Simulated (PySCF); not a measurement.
Atomic charges by several schemes

Species: C₈H₁₃P₂ (charge -1).
Structure used (GFN2-xTB), in Å, numbered top down from 1:
```xyz
23
C8H13P2 angstrom
C     -3.1837   -1.0590   -0.6489
C     -1.8019   -0.5453   -0.3508
P     -0.3854   -1.5565   -0.5918
C      0.7395   -0.3411   -0.0681
C      2.2172   -0.6332   -0.0407
C      2.7593   -0.5438    1.3856
C      2.9767    0.3296   -0.9523
P      0.0859    1.1950    0.4212
C     -1.5812    0.7288    0.1169
C     -2.7080    1.6944    0.3625
H     -3.6693   -0.4519   -1.4181
H     -3.8143   -1.0311    0.2445
H     -3.1308   -2.0878   -1.0031
H      2.3654   -1.6588   -0.4092
H      2.5796    0.4569    1.7760
H      3.8310   -0.7528    1.4154
H      2.2426   -1.2570    2.0252
H      2.6221    0.2309   -1.9767
H      2.7926    1.3515   -0.6240
H      4.0508    0.1328   -0.9287
H     -2.3150    2.6411    0.7316
H     -3.4105    1.2977    1.1010
H     -3.2674    1.8865   -0.5573
```

Density: PBE0/pcSseg-1 (PySCF); schemes: Mulliken, IAO, Hirshfeld and ESP-fitted. The structure is a single GFN2-xTB conformer in the gas phase; no vibrational or solvent corrections. The pcSseg-1 basis has no diffuse functions, a weakness for an anion.

**Question.** Atoms with like bonding are taken together and averaged. Which atoms carry the highest charge in the Mulliken, IAO, Hirshfeld and ESP-fitted schemes?

**Answer.** The schemes don't all agree: Mulliken P3/P8 (+0.209); IAO H15 (×6) (+0.124); Hirshfeld H15 (×6) (+0.020); ESP-fitted C5 (+0.744).

**Question.** For which atoms does the sign change between the 4 schemes (beyond +0.03 e in one, beyond −0.03 e in another)?

**Answer.** C2/C9, P3/P8, C5 and H14. Atomic charges aren't observables, and each scheme defines them in its own way.

**Question.** What partial charge does each atom carry?

**Answer.** In e; atoms taken as equivalent share a row and are averaged (×n: the atom named and its like, n in all):

```tsv
atom	environment	Mulliken	IAO	Hirshfeld	ESP-fitted
C1/C10	benzylic-type carbon	-0.154	-0.410	-0.140	-0.557
C2/C9	substituted aromatic carbon	-0.481	-0.257	-0.110	+0.228
P3/P8	phosphorus bonded to 2 C	+0.209	+0.065	-0.146	-0.580
C4	substituted aromatic carbon	-0.648	-0.488	-0.153	-0.114
C5	benzylic-type carbon	-0.261	-0.076	-0.035	+0.744
C6/C7	methyl carbon	-0.195	-0.410	-0.135	-0.611
H11 (×6)	methyl hydrogen	+0.091	+0.122	+0.019	+0.130
H14	methine hydrogen	+0.080	+0.111	+0.013	-0.084
H15 (×6)	methyl hydrogen	+0.088	+0.124	+0.020	+0.119
```

Mean size of the charges over all atoms: ESP-fitted 0.278 e, IAO 0.193 e, Mulliken 0.180 e, Hirshfeld 0.065 e. Each set sums to the total charge, -1, to within 0.001 e. The Mulliken scheme gives each basis function's population to the atom it is centred on and halves the overlap population of two atoms between them.

Some averages cover members that differ in this geometry: H15 (×6), ESP-fitted +0.082 to +0.158; H11 (×6), ESP-fitted +0.110 to +0.173; H15 (×6), Mulliken +0.064 to +0.102; H15 (×6), IAO +0.103 to +0.135 e.

**Question.** How many electrons does the Hirshfeld scheme count on C9?

**Answer.** Its own charge is -0.108 e, so Z − q = 6.108.

**Question.** How closely do the schemes follow one another over all atoms?

**Answer.** Correlation coefficient and root-mean-square difference: IAO with Hirshfeld 0.83, 0.172 e; Mulliken with IAO 0.82, 0.138 e; Hirshfeld with ESP-fitted 0.69, 0.307 e; Mulliken with Hirshfeld 0.58, 0.197 e; IAO with ESP-fitted 0.48, 0.315 e; Mulliken with ESP-fitted -0.05, 0.431 e.

**Question.** Sum the charges by element.

**Answer.** 
```csv
element,atoms,Mulliken,IAO,Hirshfeld,ESP-fitted
C,8,-2.570,-2.718,-0.958,-1.252
P,2,+0.417,+0.130,-0.292,-1.160
H,13,+1.152,+1.588,+0.248,+1.411
```
